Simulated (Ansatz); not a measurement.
One change: `[F][Al]([Br])[Br]` becomes `[CH3][Al]([Br])[Br]`.

Ansatz, PBE0-D4/def2-TZVP geometries, multiplicity 1. 

Scalar relativity is left out up to krypton.

```tsv
property	`[F][Al]([Br])[Br]`
HOMO–LUMO gap (ωB97M-V/def2-TZVPP) / eV	11.33
size of the dipole moment (PBE/def2-TZVPP) / D	0.63
LUMO energy (B3LYP/def2-TZVPP) / eV	-1.77
HOMO–LUMO gap (B3LYP/def2-TZVPP) / eV	6.85
HOMO–LUMO gap (PBE/def2-TZVPP) / eV	5.27
HOMO energy (ωB97M-V/def2-TZVPP) / eV	-11.10
```

(1) What does the change do to each property? (Best estimate.)

## Answers

(1) Computed: 
```json
{"property": "HOMO–LUMO gap (ωB97M-V/def2-TZVPP) / eV", "`[CH3][Al]([Br])[Br]`": "11.15", "shift": "-0.18"}
{"property": "size of the dipole moment (PBE/def2-TZVPP) / D", "`[CH3][Al]([Br])[Br]`": "1.89", "shift": "1.26"}
{"property": "LUMO energy (B3LYP/def2-TZVPP) / eV", "`[CH3][Al]([Br])[Br]`": "-1.32", "shift": "0.45"}
{"property": "HOMO–LUMO gap (B3LYP/def2-TZVPP) / eV", "`[CH3][Al]([Br])[Br]`": "6.82", "shift": "-0.03"}
{"property": "HOMO–LUMO gap (PBE/def2-TZVPP) / eV", "`[CH3][Al]([Br])[Br]`": "5.26", "shift": "-0.01"}
{"property": "HOMO energy (ωB97M-V/def2-TZVPP) / eV", "`[CH3][Al]([Br])[Br]`": "-10.62", "shift": "0.48"}
```

With PBE0 the HOMO rises by 0.48 eV and the LUMO rises by 0.35 eV, so the gap narrows by about 0.13 eV. PBE moves the HOMO by 0.45 eV and ωB97M-V by 0.48 eV. Dipoles are sizes alone; their direction can turn.

B3LYP here is the variant with VWN-RPA as its local correlation; programs differ in this.

Spin–orbit coupling is left out; it splits and shifts lone-pair levels of the heavy atoms by tenths of an eV.
